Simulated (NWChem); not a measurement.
System: TaClF4; SMILES [Ta]([F])([F])([F])([Cl])[F]

Here is an NWChem input.

```
start job
memory heap 200 mb stack 900 mb global 1100 mb
geometry units angstroms noautoz
  Ta    -0.001935     0.068849     0.000120
  F      0.197211     0.618659     1.774584
  F      1.765481     0.639358    -0.209131
  F     -1.790687     0.567172     0.212348
  F     -0.223076     0.620137    -1.771275
  Cl     0.043891    -2.195465    -0.006269
end
basis spherical
  Ta library def2-svp
  F library def2-svp
  Cl library def2-svp
end
ecp
  Ta library def2-ecp
end
dft
  xc m06
  iterations 150
  mulliken
end
task dft energy
```

Parts of the log:

```
             Northwest Computational Chemistry Package (NWChem) 7.3.0
             --------------------------------------------------------

 C2V symmetry detected

                             Geometry "geometry" -> ""
                             -------------------------

 Output coordinates in angstroms (scale by  1.889725989 to convert to a.u.)

  No.       Tag          Charge          X              Y              Z
 ---- ---------------- ---------- -------------- -------------- --------------
    1 Ta                  73.0000     0.00000000     0.00000000     0.15053997
    2 F                    9.0000     1.78534026     0.00000000     0.70120083
    3 F                    9.0000     0.00000000     1.79089233     0.68506440
    4 F                    9.0000     0.00000000    -1.79089233     0.68506440
    5 F                    9.0000    -1.78534026     0.00000000     0.70120083
    6 Cl                  17.0000     0.00000000     0.00000000    -2.11424659

 Effective nuclear repulsion energy (a.u.)    1223.2513210605

      Symmetry information
      --------------------

 Group name             C2v
 Group number             16
 Group order               4
 No. of unique centers     4

                                 NWChem DFT Module
                                 -----------------

 Summary of "ao basis" -> "ao basis" (spherical)
 ------------------------------------------------------------------------------
       Tag                 Description            Shells   Functions and Types
 ---------------- ------------------------------  ------  ---------------------
 Ta                         def2-svp                12       32   6s3p2d1f
 F                          def2-svp                 6       14   3s2p1d
 Cl                         def2-svp                 8       18   4s3p1d

      Symmetry analysis of basis
      --------------------------

        a1         44
        a2         12
        b1         25
        b2         25

            General Information
            -------------------
          SCF calculation type: DFT
          Wavefunction type:  closed shell.
          No. of atoms     :     6
          No. of electrons :    66
           Alpha electrons :    33
            Beta electrons :    33
          Charge           :     0
          Spin multiplicity:     1
          Use of symmetry is: on ; symmetry adaption is: on
          Maximum number of iterations: 150
          AO basis - number of functions:   106
                     number of shells:    44
          Convergence on energy requested:  1.00D-06
          Convergence on density requested:  1.00D-05
          Convergence on gradient requested:  5.00D-04

              XC Information
              --------------
                          M06 Method XC Functional
                     Hartree-Fock (Exact) Exchange  0.270
                           M06 Exchange Functional  1.000
                         M06 Correlation Potential  1.000

             Grid Information
             ----------------
          Grid used for XC integration:  medium
          Radial quadrature: Mura-Knowles
          Angular quadrature: Lebedev.
          Tag              B.-S. Rad. Rad. Pts. Rad. Cut. Ang. Pts.
          ---              ---------- --------- --------- ---------
          Ta                  1.45      123           8.0       590
          F                   0.50       49           9.0       434
          Cl                  1.00       88           9.0       590
          Grid pruning is: on
          Number of quadrature shells:   309
          Spatial weights used:  Erf1

      Superposition of Atomic Density Guess
      -------------------------------------

 Sum of atomic energies:        -918.41221955

      Non-variational initial energy
      ------------------------------

 Total energy =    -912.737048
 1-e energy   =   -2029.362020
 2-e energy   =     743.386051
 HOMO         =      -0.466729
 LUMO         =       0.011874

      Symmetry analysis of molecular orbitals - initial
      -------------------------------------------------

  Numbering of irreducible representations:

     1 a1          2 a2          3 b1          4 b2

  Orbital symmetries:

     1 a1          2 a1          3 b1          4 a1          5 b2
     6 a1          7 a1          8 b2          9 b1         10 a1
    11 b2         12 b1         13 a1         14 a1         15 a1
    16 b1         17 b2         18 a1         19 a2         20 a1
    21 a1         22 b2         23 b1         24 a1         25 b1
    26 b2         27 a1         28 b1         29 b2         30 a2
    31 a1         32 b1         33 b2         34 a1         35 b2
    36 b1         37 a2         38 a1         39 b2         40 b1
    41 a1         42 a1         43 a1

     ---------------------------------------------
      Total Density - Mulliken Population Analysis
     ---------------------------------------------

    Atom       Charge   Shell Charges
 -----------   ------   -------------------------------------------------------
    1 Ta  13     9.85   0.03 -0.32  1.76  0.55  0.24  0.04  5.50  0.59  0.11  0.94  0.22  0.17
    2 F    9     9.67   1.99  1.15  0.80  3.57  2.15  0.00
    3 F    9     9.67   1.99  1.15  0.80  3.57  2.16  0.00
    4 F    9     9.67   1.99  1.15  0.80  3.57  2.16  0.00
    5 F    9     9.67   1.99  1.15  0.80  3.57  2.15  0.00
    6 Cl  17    17.47   2.00  1.99  1.22  0.72  5.94  2.19  3.39  0.01

   convergence    iter        energy       DeltaE   RMS-Dens  Diis-err
 ---------------- ----- ----------------- --------- --------- ---------
 d= 0,ls=0.0,diis     1   -915.9141352241 -1.29D+03  3.75D-02  3.20D+00
 d= 0,ls=0.0,diis     2   -913.2458502248  2.67D+00  2.54D-02  3.32D+01
 d= 0,ls=0.0,diis     3   -916.3078154394 -3.06D+00  1.56D-03  6.34D-02
 d= 0,ls=0.0,diis     4   -916.3134172010 -5.60D-03  7.57D-04  5.40D-03
 d= 0,ls=0.0,diis     5   -916.3119364844  1.48D-03  3.49D-04  1.74D-03
  Resetting Diis
 d= 0,ls=0.0,diis     6   -916.3122781403 -3.42D-04  2.55D-04  1.75D-04
 d= 0,ls=0.0,diis     7   -916.3123328406 -5.47D-05  7.90D-05  3.49D-05
 d= 0,ls=0.0,diis     8   -916.3123283471  4.49D-06  4.62D-05  8.01D-05
 d= 0,ls=0.0,diis     9   -916.3123357812 -7.43D-06  5.74D-06  1.06D-06
 d= 0,ls=0.0,diis    10   -916.3123358655 -8.43D-08  2.23D-06  9.16D-08

         Total DFT energy =     -916.312335865543
      One electron energy =    -2031.175978569731
           Coulomb energy =      818.369157620851
    Exchange-Corr. energy =      -76.744435883233
 Nuclear repulsion energy =      373.238920966571

 Numeric. integr. density =       66.000010565203

                  Occupations of the irreducible representations
                  ----------------------------------------------

                     irrep           alpha         beta
                     --------     --------     --------
                     a1               15.0         15.0
                     a2                2.0          2.0
                     b1                8.0          8.0
                     b2                8.0          8.0

                       DFT Final Molecular Orbital Analysis
                       ------------------------------------

 Vector   31  Occ=2.000000D+00  E=-4.397798D-01  Symmetry=a2
              MO Center= -1.2D-14, -1.7D-14,  6.9D-01, r^2= 3.6D+00
   Bfn.  Coefficient  Atom+Function         Bfn.  Coefficient  Atom+Function
  ----- ------------  ---------------      ----- ------------  ---------------
    37      0.346734  2 F  py                50     -0.347617  3 F  px
    64      0.347617  4 F  px                79     -0.346734  5 F  py
    40     -0.240214  2 F  py                53      0.240739  3 F  px
    67     -0.240739  4 F  px                82      0.240214  5 F  py

 Vector   32  Occ=2.000000D+00  E=-4.053274D-01  Symmetry=b1
              MO Center= -7.7D-16, -1.4D-15, -1.8D+00, r^2= 1.9D+00
   Bfn.  Coefficient  Atom+Function         Bfn.  Coefficient  Atom+Function
  ----- ------------  ---------------      ----- ------------  ---------------
    99      0.589927  6 Cl px                96      0.458746  6 Cl px
    93      0.264625  6 Cl px                36      0.100800  2 F  px
    78      0.100800  5 F  px                19      0.099902  1 Ta d  1
    38     -0.094743  2 F  pz                80      0.094743  5 F  pz
     7     -0.089543  1 Ta px                39     -0.083928  2 F  px

 Vector   33  Occ=2.000000D+00  E=-4.051175D-01  Symmetry=b2
              MO Center= -6.2D-16, -4.6D-15, -1.8D+00, r^2= 1.9D+00
   Bfn.  Coefficient  Atom+Function         Bfn.  Coefficient  Atom+Function
  ----- ------------  ---------------      ----- ------------  ---------------
   100      0.589989  6 Cl py                97      0.458594  6 Cl py
    94      0.264532  6 Cl py                17     -0.099789  1 Ta d -1
    51      0.098703  3 F  py                52     -0.099104  3 F  pz
    65      0.098703  4 F  py                66      0.099104  4 F  pz
     8     -0.088150  1 Ta py                54     -0.082641  3 F  py

 Vector   34  Occ=0.000000D+00  E=-1.028854D-01  Symmetry=b2
              MO Center= -2.6D-14, -1.1D-14, -9.5D-02, r^2= 2.1D+00
   Bfn.  Coefficient  Atom+Function         Bfn.  Coefficient  Atom+Function
  ----- ------------  ---------------      ----- ------------  ---------------
    17      0.926192  1 Ta d -1             100      0.262204  6 Cl py
    54      0.176535  3 F  py                68      0.176535  4 F  py
    51     -0.170685  3 F  py                65     -0.170685  4 F  py
    97      0.165524  6 Cl py                 8      0.159326  1 Ta py
    52      0.133722  3 F  pz                66     -0.133722  4 F  pz

 Vector   35  Occ=0.000000D+00  E=-1.019975D-01  Symmetry=b1
              MO Center= -1.2D-14, -4.1D-14, -9.8D-02, r^2= 2.1D+00
   Bfn.  Coefficient  Atom+Function         Bfn.  Coefficient  Atom+Function
  ----- ------------  ---------------      ----- ------------  ---------------
    19      0.924809  1 Ta d  1              99     -0.264104  6 Cl px
    39     -0.180001  2 F  px                81     -0.180001  5 F  px
    36      0.174132  2 F  px                78      0.174132  5 F  px
    96     -0.166210  6 Cl px                 7     -0.163019  1 Ta px
    38     -0.129550  2 F  pz                80      0.129550  5 F  pz

 Vector   36  Occ=0.000000D+00  E=-1.010978D-01  Symmetry=a2
              MO Center=  2.1D-14,  3.7D-14,  2.0D-01, r^2= 1.6D+00
   Bfn.  Coefficient  Atom+Function         Bfn.  Coefficient  Atom+Function
  ----- ------------  ---------------      ----- ------------  ---------------
    16      0.973805  1 Ta d -2              37      0.174450  2 F  py
    50      0.175234  3 F  px                64     -0.175234  4 F  px
    79     -0.174450  5 F  py                40     -0.151407  2 F  py
    53     -0.152027  3 F  px                67      0.152027  4 F  px
    82      0.151407  5 F  py                21      0.043892  1 Ta d -2

     ---------------------------------------------
      Total Density - Mulliken Population Analysis
     ---------------------------------------------

    Atom       Charge   Shell Charges
 -----------   ------   -------------------------------------------------------
    1 Ta  13    11.52   0.04 -0.33  1.87  0.47  0.31 -0.02  5.63  0.55  0.19  2.16  0.38  0.27
    2 F    9     9.33   1.99  1.14  0.81  3.33  2.05  0.00
    3 F    9     9.33   1.99  1.14  0.81  3.33  2.05  0.00
    4 F    9     9.33   1.99  1.14  0.81  3.33  2.05  0.00
    5 F    9     9.33   1.99  1.14  0.81  3.33  2.05  0.00
    6 Cl  17    17.16   2.00  1.99  1.30  0.67  5.93  2.16  3.10  0.02

     -------------------------------------------
      Total Density - Lowdin Population Analysis
     -------------------------------------------

    Atom       Charge   Shell Charges
 -----------   ------   -------------------------------------------------------
    1 Ta  13    12.75   0.00  0.03  1.09  0.79  0.34  0.13  4.99  1.28  0.45  2.01  1.07  0.56
    2 F    9     9.12   1.98  1.03  0.76  3.21  2.13  0.01
    3 F    9     9.12   1.98  1.03  0.76  3.21  2.14  0.01
    4 F    9     9.12   1.98  1.03  0.76  3.21  2.14  0.01
    5 F    9     9.12   1.98  1.03  0.76  3.21  2.13  0.01
    6 Cl  17    16.78   2.00  1.96  1.04  0.72  5.82  2.26  2.96  0.02

     Multipole analysis of the density
     ---------------------------------

     L   x y z        total         alpha         beta         nuclear
     -   - - -        -----         -----         ----         -------
     0   0 0 0      0.000000    -33.000000    -33.000000     66.000000

     1   1 0 0      0.000000      0.000000      0.000000      0.000000
     1   0 1 0      0.000000      0.000000      0.000000     -0.000000
     1   0 0 1     -0.644742      8.212008      8.212008    -17.068757

     2   2 0 0    -44.825209   -124.855579   -124.855579    204.885948
     2   1 1 0      0.000000      0.000000      0.000000      0.000000
     2   1 0 1      0.000000      0.000000      0.000000      0.000000
     2   0 2 0    -44.906378   -125.534311   -125.534311    206.162243
     2   0 1 1     -0.000000     -0.000000     -0.000000     -0.000000
     2   0 0 2    -39.650605   -186.921100   -186.921100    334.191595
```

Level: M06/def2-SVP with def2 effective core potentials on Ta. The geometry was optimised at PBE0/def2-SVP. Not confirmed as a minimum by frequencies. def2 effective core potentials on Ta; no spin-orbit coupling.
